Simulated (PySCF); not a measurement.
AlCl2(OH).
Geometry (PBE0-D3(BJ)/def2-SVP, Å), atoms numbered from 1 in this order:
```
atom  x, y, z in Å
Al1    0.2134    0.3541   -0.0749
Cl2    2.2932    0.3690   -0.2129
Cl3   -0.8081    2.1517   -0.3331
O4    -0.6054   -1.0398    0.2297
H5    -1.0931   -1.8349    0.3912
```

Jobs on this species (5 atoms, 56 electrons) with PySCF (density fitting). Hardware of each: Arm Neoverse V2, one thread (shared host). Other jobs ran on the host; a repeat could differ by tens of per cent or more.

```
                                                             level and settings                                                                work  basis functions  SCF cycles  wall time
                                                B3LYP/pcSseg-1 (pcSseg-2 on Al)                                                          shieldings              113           ?          ?
                                                              wB97X-D/def2-SVPD  15 singlets by full TDDFT, 4 Tamm–Dancoff triplets, polarisability              109           ?          ?
                                                 PBE0/pcSseg-1 (pcSseg-2 on Al)                             shieldings, charges and field gradients              113          13      5.3 s
delta-SCF UKS SCAN, pcX-2 on the ionised atom, pcseg-1 elsewhere, spin-free X2C                                       ΔSCF core ionisation, 5 holes              115          67      8.2 s
                                                  PBE/pcSseg-1 (pcSseg-2 on Al)                                                          shieldings              113          14      5.2 s
                                             PBE0-D3(BJ)/def2-SVP, grid level 1                         geometry optimisation from a GFN2-xTB start               73          37      8.5 s
```

Question: Fill in the missing figures.

Answer: 
- B3LYP/pcSseg-1 (pcSseg-2 on Al); shieldings: 4.0 s, 13 SCF cycles
- wB97X-D/def2-SVPD; 15 singlets by full TDDFT, 4 Tamm–Dancoff triplets, polarisability: 6.9 s, 12 SCF cycles

Question: What do all jobs in the table cost together?

Answer: About 38 s; the longest takes about 22 % of that, and about 2.1 times as long as the shortest.
